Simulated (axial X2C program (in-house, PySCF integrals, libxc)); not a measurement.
# Outer orbitals of CsP at 3.278 Å, B97-3

Calculated with an in-house all-electron X2C program for linear molecules (integrals from PySCF). Spin-free means the one-electron spin-free X2C Hamiltonian; two-component (2c) means X2C with spin–orbit coupling and atomic mean-field two-electron Coulomb and Gaunt terms, so the difference of the two also holds small scalar two-electron terms. Basis: Cs dyall-cv3z [15s15p9d4f1g], P dyall-v3z [8s7p2d1f] (cores contracted in-house); Gaussian nuclei, density fitting, unrestricted open shells. Masses: Cs 132.905 u, P 30.974 u.

The distance is close to the 2c PBE0 minimum; the highest filled and lowest empty levels are listed.

Spin-free orbitals, state M_S = 1, Λ = 0 (beyond evenly filled blocks: π+α, π-α) (Löwdin shares):

```
symmetry  occupied  ε (eV)            atomic character
      σα       yes  -29.12                   100% Cs s
      σβ       yes  -29.12                   100% Cs s
      σα       yes  -15.00           87% Cs p, 11% P s
     π+α       yes  -14.99                   100% Cs p
     π-α       yes  -14.99                   100% Cs p
     π+β       yes  -14.99                   100% Cs p
     π-β       yes  -14.99                   100% Cs p
      σβ       yes  -14.87                    96% Cs p
      σα       yes  -13.39  77% P s, 16% Cs p, 5% Cs d
      σβ       yes  -11.33   84% P s, 7% Cs p, 6% Cs d
     π-α       yes   -4.76            93% P p, 5% Cs d
     π+α       yes   -4.76            93% P p, 5% Cs d
      σα       yes   -4.05   84% P p, 6% Cs s, 6% Cs d
      σβ       yes   -3.43   81% P p, 9% Cs s, 6% Cs d
     π-β        no   -1.31  79% P p, 14% Cs d, 7% Cs p
     π+β        no   -1.31  79% P p, 14% Cs d, 7% Cs p
      σα        no   -0.94  80% Cs s, 16% Cs p, 2% P p
      σβ        no   -0.90  76% Cs s, 18% Cs p, 4% P p
```

Spinors with spin–orbit coupling (state Ω = 1):

| ω | occupied | ε (eV) | atomic character | λ mixture |
| --- | --- | --- | --- | --- |
| 1/2 | yes | -29.12 | 100% Cs s | 100% σ |
| -1/2 | yes | -29.12 | 100% Cs s | 100% σ |
| 1/2 | yes | -16.06 | 98% Cs p | 68% π, 32% σ |
| -1/2 | yes | -16.05 | 99% Cs p | 70% π, 30% σ |
| 1/2 | yes | -14.55 | 82% Cs p, 16% P s | 71% σ, 29% π |
| 3/2 | yes | -14.46 | 100% Cs p | 100% π |
| -3/2 | yes | -14.45 | 100% Cs p | 100% π |
| -1/2 | yes | -14.39 | 97% Cs p | 71% σ, 29% π |
| 1/2 | yes | -13.35 | 71% P s, 22% Cs p, 4% Cs d | 97% σ, 3% π |
| -1/2 | yes | -11.33 | 84% P s, 7% Cs p, 6% Cs d | 100% σ |
| -1/2 | yes | -4.78 | 93% P p, 5% Cs d | 100% π |
| 3/2 | yes | -4.74 | 93% P p, 5% Cs d | 100% π |
| 1/2 | yes | -4.06 | 84% P p, 6% Cs s, 6% Cs d | 100% σ |
| -1/2 | yes | -3.44 | 81% P p, 9% Cs s, 6% Cs d | 100% σ |
| 1/2 | no | -1.32 | 79% P p, 13% Cs d, 8% Cs p | 100% π |
| -3/2 | no | -1.30 | 79% P p, 14% Cs d, 7% Cs p | 100% π |
| 1/2 | no | -0.94 | 80% Cs s, 16% Cs p, 2% P p | 100% σ |
| -1/2 | no | -0.91 | 76% Cs s, 18% Cs p, 4% P p | 100% σ |

Mulliken charges and populations of the two-component result (they depend on the basis, above all on diffuse functions):

Cs 0.65 e (s 10.15 p 24.01 d 20.18 f 0.01), P -0.65 e (s 5.98 p 9.66 d 0.01). ⟨Lz⟩ = 0.00 ħ and ⟨Sz⟩ = 1.00 ħ (0.01 and 0.99 on the two atoms), which add up to Ω.

The state is one determinant whose occupation by symmetry is held fixed; it was picked as the lowest of a PBE0 search that is not exhaustive. Density functionals use the spin component along the axis (collinear). Other states lie close and PBE0, whose exact exchange favours high spin, may order them wrongly; the determinant shown need not be the ground state. The nearest other spin-free determinant of the search, M_S = 1, Λ = 1, lies 0.32 eV up at the distance of the search. With several unpaired electrons one determinant need not be a pure state. Open-shell Ω = 0 determinants with evenly filled partner blocks cannot be reached by this program, so the Ω shown need not be the lowest component. This is the Ω = 1 component of a π² triplet; the 0⁺ component is not one determinant and can lie lowest. The stretched end of a curve changes character and is left out.
